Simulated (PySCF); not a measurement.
Some computed properties have been withheld. Give your best values.

Species: C4H13NOSi3.
InChI=1S/C4H13NOSi3/c1-2-8-6-9-4-3-7-5-9/h3-5,9H,2,7-8H2,1H3/t9-/m1/s1

```json
{"property": "point group of the GFN2-xTB geometry", "level": "GFN2-xTB", "value": "C1"}
{"property": "rotational constants A, B, C of the GFN2-xTB geometry", "level": "GFN2-xTB", "value": "?"}
{"property": "dipole moment", "level": "PBE0/pcSseg-1", "value": "?"}
{"property": "HOMO energy", "level": "PBE0/pcSseg-1", "value": "?"}
{"property": "LUMO energy", "level": "PBE0/pcSseg-1", "value": "?"}
{"property": "13C chemical shifts (computed TMS as zero) by class", "level": "GIAO PBE0/pcSseg-1", "value": "?"}
{"property": "1H chemical shifts (computed TMS as zero) by class", "level": "GIAO PBE0/pcSseg-1", "value": "?"}
{"property": "isotropic shieldings of nuclei other than C and H, by class", "level": "GIAO PBE0/pcSseg-1", "value": "?"}
```

The electronic properties come from PySCF, for the isolated species, density fitting. One conformer (not necessarily the lowest) at the GFN2-xTB geometry, without solvent or vibrations. NMR classes are plain means over equivalent atoms (diastereotopic ones count apart unless rotation or inversion swaps them), as if these changed places fast; in this geometry the members of some classes differ.

**Question.** Give the 1H chemical shifts (computed TMS as zero) by class.

**Answer.** 7.47 (1 H), 7.41 (1 H), 5.36 (1 H), 5.25 (1 H), 5.24 (1 H), 5.15 (1 H), 5.07 (1 H), 1.20 (3 H), 0.99 (1 H), 0.49 (1 H), 0.41 (1 H) ppm.

**Question.** The 13C chemical shifts (computed TMS as zero) by class?

**Answer.** 158.3 (1 C), 156.3 (1 C), 12.8 (1 C), 10.2 (1 C) ppm.

**Question.** Give the LUMO energy.

**Answer.** -0.76 eV.

**Question.** The dipole moment?

**Answer.** 1.13 D.

**Question.** The rotational constants A, B, C of the GFN2-xTB geometry?

**Answer.** 1.562, 0.670, 0.568 GHz.

**Question.** Give the isotropic shieldings of nuclei other than C and H, by class.

**Answer.** 238 (1 N), 271 (1 O), 368 (1 Si), 378 (1 Si), 386 (1 Si) ppm.

**Question.** What is the HOMO energy?

**Answer.** -7.43 eV.

With B = h/(8π²I), that is 505.379 GHz u Å² over I, the principal moments of inertia are 323.5, 754.3 and 889.8 u Å² (most abundant isotopes). In atomic units the dipole is 0.44 e·bohr (1 au = 2.5417 D). A dipole of 1.13 D is allowed in C1, and pure rotational transitions are dipole-allowed.
